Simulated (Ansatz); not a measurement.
Relaxation of Ti₄⁺ with UKS PBE-D4/def2-SVP.

```sh
$ ansatz run in.yaml --threads 4 --pin off --events-out ev --progress --plain --max-ram 4787MiB
```

```yaml
crystal:
  periodic: [false, false, false]
  atoms:
    - {symbol: Ti, position_ang: [0.051320, -1.995290, -0.019220]}
    - {symbol: Ti, position_ang: [1.994780, 0.048320, -0.044270]}
    - {symbol: Ti, position_ang: [-1.996990, -0.047060, -0.009780]}
    - {symbol: Ti, position_ang: [-0.049110, 1.994040, 0.073260]}
basis:
  gaussian: {orbitals: def2-SVP}
total_charge: 1
magnetization: {spin_polarized: true, initial_magnetization: 1}
hamiltonian: {xc: pbe, dispersion: d4}
scf: {lower_state_search: "off"}
output: {orbitals: {seedname: orbitals}}
relax: {f_tol: 0.02, max_steps: 100}
```

It took 90 s on 4 threads of Arm Neoverse V2 on a shared host.

Positions (Å) and forces (eV/Å) at steps 1, 2, 3, 4, 5, 6, 7, 8, 9, 10, 11, 12, 13, 15 of 15:

```xyz
4
step=1 energy=-92411.1704 eV
Ti    0.051   -1.995   -0.019   -0.486    1.414    0.052
Ti    1.995    0.048   -0.044   -1.443    0.422    0.008
Ti   -1.997   -0.047   -0.010    1.438   -0.414   -0.038
Ti   -0.049    1.994    0.073    0.491   -1.423   -0.022
4
step=2 energy=-92412.1446 eV
Ti   -0.012   -1.812    0.010   -0.295    0.959    0.115
Ti    1.808    0.104   -0.065   -0.792    0.079   -0.091
Ti   -1.811   -0.101   -0.037    0.972   -0.245   -0.104
Ti    0.015    1.809    0.092    0.114   -0.793    0.081
4
step=3 energy=-92412.3863 eV
Ti   -0.040   -1.626    0.062   -0.012   -0.597    0.293
Ti    1.665    0.082   -0.115    0.478    0.171   -0.277
Ti   -1.625   -0.118   -0.086   -0.612   -0.040   -0.302
Ti   -0.001    1.662    0.139    0.145    0.466    0.286
4
step=4 energy=-92412.7118 eV
Ti   -0.049   -1.646    0.252   -0.068    0.578    0.434
Ti    1.706    0.115   -0.294   -0.424    0.056   -0.407
Ti   -1.685   -0.128   -0.277    0.388   -0.081   -0.438
Ti    0.028    1.659    0.319    0.105   -0.552    0.411
4
step=5 energy=-92413.1832 eV
Ti   -0.065   -1.557    0.425   -0.301    1.098    0.271
Ti    1.670    0.128   -0.457   -0.780    0.073   -0.345
Ti   -1.646   -0.143   -0.449    0.950   -0.258   -0.269
Ti    0.041    1.571    0.481    0.131   -0.913    0.342
4
step=6 energy=-92413.6782 eV
Ti   -0.094   -1.430    0.571   -0.249    0.866   -0.105
Ti    1.596    0.138   -0.593   -0.992    0.023   -0.006
Ti   -1.557   -0.168   -0.594    1.125   -0.181    0.097
Ti    0.055    1.460    0.616    0.116   -0.708    0.013
4
step=7 energy=-92413.9982 eV
Ti   -0.118   -1.340    0.646   -0.119   -0.048    0.064
Ti    1.443    0.126   -0.662   -0.235    0.025   -0.117
Ti   -1.381   -0.179   -0.669    0.314   -0.060   -0.049
Ti    0.056    1.393    0.685    0.040    0.083    0.101
4
step=8 energy=-92414.0074 eV
Ti   -0.196   -1.304    0.703    0.066   -0.360    0.302
Ti    1.357    0.164   -0.741    0.277    0.282    0.097
Ti   -1.262   -0.243   -0.725   -0.555    0.054   -0.274
Ti    0.101    1.383    0.763    0.212    0.025   -0.124
4
step=9 energy=-92414.0140 eV
Ti   -0.231   -1.350    0.713   -0.051    0.092   -0.008
Ti    1.373    0.266   -0.681    0.124   -0.216   -0.315
Ti   -1.336   -0.282   -0.732    0.135   -0.049   -0.001
Ti    0.194    1.366    0.700   -0.208    0.173    0.324
4
step=10 energy=-92414.0392 eV
Ti   -0.218   -1.307    0.766   -0.156    0.055   -0.156
Ti    1.348    0.228   -0.757    0.050    0.043   -0.009
Ti   -1.288   -0.267   -0.786    0.068   -0.151    0.158
Ti    0.158    1.346    0.777    0.038    0.053    0.007
4
step=11 energy=-92414.0261 eV rejected
Ti   -0.274   -1.337    0.746    0.142    0.234   -0.050
Ti    1.371    0.284   -0.738   -0.176   -0.177    0.005
Ti   -1.309   -0.322   -0.765    0.196    0.136    0.044
Ti    0.212    1.375    0.757   -0.162   -0.193    0.001
4
step=12 energy=-92414.0436 eV
Ti   -0.247   -1.313    0.750   -0.007    0.001   -0.001
Ti    1.351    0.257   -0.741    0.088   -0.076   -0.114
Ti   -1.291   -0.295   -0.770   -0.001   -0.009    0.000
Ti    0.187    1.351    0.761   -0.080    0.083    0.115
4
step=13 energy=-92414.0462 eV
Ti   -0.249   -1.309    0.757    0.013    0.045   -0.016
Ti    1.352    0.249   -0.759   -0.016   -0.007    0.017
Ti   -1.282   -0.296   -0.777    0.014    0.008    0.016
Ti    0.179    1.356    0.778   -0.010   -0.046   -0.017
4
step=15 energy=-92414.0464 eV
Ti   -0.245   -1.305    0.756   -0.002   -0.001    0.002
Ti    1.352    0.246   -0.757    0.007    0.002   -0.003
Ti   -1.283   -0.294   -0.776   -0.004    0.000    0.001
Ti    0.176    1.352    0.777   -0.001    0.000    0.000
```

The charge 1 doublet is spin-contaminated (final ⟨S²⟩ up to 2.74, 0.75 for a pure state). The relaxation made no stability test and no search for a lower SCF solution. No other spin state of charge 1 was run. Another isomer (sextet) lies 0.25 eV lower at PBE0-D4/def2-TZVP; other spin states weren't run for this one.
